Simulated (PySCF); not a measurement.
**Two-component Hartree-Fock for Tm⁵⁷⁺ (thulium, charge +57)**

Start: [Ne] 3s2. Calculated with PySCF 2.14 in an even-tempered Gaussian basis (17 s from 5.9 bohr⁻², ratio 2.6; 14 p from 7.7 bohr⁻², ratio 2.6; 6 d from 7.9 bohr⁻², ratio 2.8; 4 f from 110 bohr⁻², ratio 2.8): generalised Hartree-Fock with the X2C-1e Hamiltonian and a Gaussian nucleus; spin-orbit coupling (SO) screened by Boettger's factors.

| spinor shell | electrons | ε, screened SO (eV) | weight of nominal j (screened SO) | rms radius, screened SO (bohr) |
| --- | --- | --- | --- | --- |
| 1s1/2 | 2 | -64267.0 | 1.000 | 0.0227 |
| 2s1/2 | 2 | -14514.7 | 1.000 | 0.0901 |
| 2p1/2 | 2 | -14068.7 | 1.000 | 0.0768 |
| 2p3/2 | 4 | -13052.7 | 1.000 | 0.0833 |
| 3s1/2 | 2 | -5903.9 | 1.000 | 0.215 |

```json
{"quantity": "E (hartree)", "screened SO": "-9921.39915"}
{"quantity": "M_J", "screened SO": "0"}
{"quantity": "⟨J²⟩", "screened SO": "0.000"}
{"quantity": "⟨L²⟩", "screened SO": "0.025"}
{"quantity": "⟨S²⟩", "screened SO": "0.025"}
```

Breit and QED terms are absent; they matter most for the inner s and p1/2 levels.

Densities and radii are taken from the X2C orbitals without a picture-change correction, which distorts them close to the nucleus.
